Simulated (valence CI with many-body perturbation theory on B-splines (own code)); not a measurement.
E1 line list for Tl IX

Computed by configuration interaction combined with many-body perturbation theory (CI+MBPT): five valence electrons over a frozen Dirac-Fock core [Xe] 4f14, a basis of 7 s, 7 p, 8 d, 6 f, 4 g, 1 h functions for each j, with the one-electron correlation potential Σ1 (screened to all orders), the two-electron term Σ2, the three-electron term Σ3, Breit, model QED; selected single and double excitations, second order for the rest, scaled by the run's own slope (own B-spline code, finite nucleus).

No measured spectrum was set against this ion. As an estimate, terms of the open shell hold to 2 to 4 % of their energy, and close levels can change places; different configurations can be misplaced against each other by 1,000 to 8,000 cm⁻¹. Among the levels kept, up to 1200 cm⁻¹ of a level comes from second order outside the variational space, and about a tenth of that is noise between levels of different J, which matters for small intervals. The list stops below the first excitations out of the core.

Lines 351 to 386 of 386 in falling wavelength, among levels below 368860 cm⁻¹, chosen from the strongest by gf and those to the six lowest levels. Wavelengths and rates use the calculated energies, so an error of 2000 cm⁻¹ moves a line at 318.1 Å by 0.64 % and its rate by three times that or more. Electric multipoles are in the length gauge, E1 and E2 with the static RPA response of the core. Weak lines are less certain than strong ones. Lines between different terms over intervals too small for the method are left out, as are lines whose strength nearly cancels. The highest levels of a list are the least certain.

Levels are named by their leading jj configuration (3d3/2^4 stands for four electrons in 3d with j = 3/2), which in mixed levels can hold well under half, so a name can repeat and another be missing. Letters in brackets count levels of one name in rising energy.

| λ vac (Å) | Upper | Lower | A (s⁻¹) | log gf | Branch % |
| --- | --- | --- | --- | --- | --- |
| 318.1 | (5d3/2^3 5d5/2 6p1/2) J=5/2 [b] | (5d3/2^3 5d5/2^2) J=3/2 [b] | 6.40e+06 | -3.23 | 0.0 |
| 316.9 | (5d3/2^3 5d5/2 6p1/2) J=5/2 [a] | (5d3/2^3 5d5/2^2) J=7/2 [b] | 7.73e+07 | -2.16 | 2.2 |
| 316.6 | (5d3/2^3 5d5/2 6p1/2) J=3/2 [a] | (5d3/2^3 5d5/2^2) J=5/2 [a] | 6.07e+07 | -2.44 | 1.5 |
| 315.6 | (5d3/2^3 5d5/2 6p1/2) J=5/2 [b] | (5d3/2^2 5d5/2^3) J=7/2 [a] | 1.65e+07 | -2.83 | 0.1 |
| 315.5 | (5d3/2^3 5d5/2 6p1/2) J=1/2 | (5d3/2^3 5d5/2^2) J=3/2 [a] | 4.01e+08 | -1.92 | 15.5 |
| 315.0 | (5d3/2^3 5d5/2 6p1/2) J=7/2 | (5d3/2^3 5d5/2^2) J=5/2 [b] | 2.89e+07 | -2.46 | 0.8 |
| 312.9 | (5d3/2^3 5d5/2 6p1/2) J=3/2 [a] | (5d3/2^3 5d5/2^2) J=3/2 [a] | 3.43e+06 | -3.70 | 0.1 |
| 312.6 | (5d3/2^3 5d5/2 6p1/2) J=7/2 | (5d3/2^3 5d5/2^2) J=7/2 [b] | 2.19e+08 | -1.59 | 6.3 |
| 311.8 | (5d3/2^3 5d5/2 6p1/2) J=9/2 | (5d3/2^3 5d5/2^2) J=7/2 [b] | 1.13e+08 | -1.78 | 4.5 |
| 311.2 | (5d3/2^3 5d5/2 6p1/2) J=5/2 [b] | (5d3/2^3 5d5/2^2) J=5/2 [b] | 6.01e+08 | -1.28 | 3.0 |
| 310.4 | (5d3/2^3 5d5/2 6p1/2) J=3/2 [b] | (5d3/2^3 5d5/2^2) J=1/2 | 1.12e+08 | -2.19 | 1.0 |
| 308.8 | (5d3/2^3 5d5/2 6p1/2) J=5/2 [b] | (5d3/2^3 5d5/2^2) J=7/2 [b] | 3.59e+08 | -1.51 | 1.8 |
| 308.3 | (5d3/2^3 5d5/2 6p1/2) J=5/2 [a] | (5d3/2^3 5d5/2^2) J=5/2 [a] | 1.75e+08 | -1.82 | 5.0 |
| 307.5 | (5d3/2^3 5d5/2 6p1/2) J=3/2 [b] | (5d3/2^3 5d5/2^2) J=5/2 [a] | 6.61e+08 | -1.43 | 6.0 |
| 304.8 | (5d3/2^3 5d5/2 6p1/2) J=5/2 [a] | (5d3/2^3 5d5/2^2) J=3/2 [a] | 4.06e+07 | -2.47 | 1.2 |
| 304.1 | (5d3/2^3 5d5/2 6p1/2) J=7/2 | (5d3/2^3 5d5/2^2) J=9/2 | 7.43e+08 | -1.08 | 21.2 |
| 304.1 | (5d3/2^3 5d5/2 6p1/2) J=7/2 | (5d3/2^3 5d5/2^2) J=5/2 [a] | 6.67e+07 | -2.13 | 1.9 |
| 304.1 | (5d3/2^3 5d5/2 6p1/2) J=3/2 [b] | (5d3/2^3 5d5/2^2) J=3/2 [a] | 7.44e+07 | -2.38 | 0.7 |
| 303.6 | (5d3/2^3 5d5/2 6p1/2) J=5/2 [a] | (5d3/2^3 5d5/2^2) J=7/2 [a] | 8.36e+08 | -1.16 | 24.0 |
| 303.4 | (5d3/2^3 5d5/2 6p1/2) J=9/2 | (5d3/2^3 5d5/2^2) J=9/2 | 1.07e+06 | -3.83 | 0.0 |
| 301.1 | (5d3/2^3 5d5/2 6p1/2) J=9/2 | (5d3/2^3 5d5/2^2) J=11/2 | 3.20e+08 | -1.36 | 12.6 |
| 301.0 | (5d3/2^3 5d5/2 6p1/2) J=3/2 [a] | (5d3/2^4 5d5/2) J=5/2 [b] | 8.75e+08 | -1.32 | 21.0 |
| 300.6 | (5d3/2^3 5d5/2 6p1/2) J=5/2 [b] | (5d3/2^3 5d5/2^2) J=5/2 [a] | 1.21e+05 | -5.01 | 0.0 |
| 299.6 | (5d3/2^3 5d5/2 6p1/2) J=7/2 | (5d3/2^3 5d5/2^2) J=7/2 [a] | 4.88e+07 | -2.28 | 1.4 |
| 298.9 | (5d3/2^3 5d5/2 6p1/2) J=9/2 | (5d3/2^3 5d5/2^2) J=7/2 [a] | 2.26e+07 | -2.52 | 0.9 |
| 297.3 | (5d3/2^3 5d5/2 6p1/2) J=5/2 [b] | (5d3/2^3 5d5/2^2) J=3/2 [a] | 5.43e+05 | -4.37 | 0.0 |
| 296.2 | (5d3/2^3 5d5/2 6p1/2) J=5/2 [b] | (5d3/2^3 5d5/2^2) J=7/2 [a] | 8.27e+08 | -1.19 | 4.2 |
| 293.5 | (5d3/2^3 5d5/2 6p1/2) J=5/2 [a] | (5d3/2^4 5d5/2) J=5/2 [b] | 2.33e+07 | -2.74 | 0.7 |
| 292.9 | (5d3/2^3 5d5/2 6p1/2) J=3/2 [b] | (5d3/2^4 5d5/2) J=5/2 [b] | 6.22e+08 | -1.50 | 5.7 |
| 289.8 | (5d3/2^3 5d5/2 6p1/2) J=7/2 | (5d3/2^4 5d5/2) J=5/2 [b] | 1.16e+08 | -1.93 | 3.3 |
| 286.6 | (5d3/2^3 5d5/2 6p1/2) J=5/2 [b] | (5d3/2^4 5d5/2) J=5/2 [b] | 3.92e+08 | -1.54 | 2.0 |
| 284.3 | (5d3/2^3 5d5/2 6p1/2) J=3/2 [a] | (5d3/2^4 5d5/2) J=5/2 [a] | 1.05e+09 | -1.29 | 25.2 |
| 277.6 | (5d3/2^3 5d5/2 6p1/2) J=5/2 [a] | (5d3/2^4 5d5/2) J=5/2 [a] | 1.83e+08 | -1.90 | 5.2 |
| 277.0 | (5d3/2^3 5d5/2 6p1/2) J=3/2 [b] | (5d3/2^4 5d5/2) J=5/2 [a] | 7.20e+09 | -0.48 | 65.8 |
| 274.2 | (5d3/2^3 5d5/2 6p1/2) J=7/2 | (5d3/2^4 5d5/2) J=5/2 [a] | 2.52e+08 | -1.64 | 7.2 |
| 271.4 | (5d3/2^3 5d5/2 6p1/2) J=5/2 [b] | (5d3/2^4 5d5/2) J=5/2 [a] | 1.55e+10 | 0.01 | 77.9 |

How does gf follow from A for the line at 316.9 Å?

gf = 1.4992 × (2J+1)_upper × A / σ², with σ = 315537 cm⁻¹ and 2J+1 = 6: gf = 0.00698.
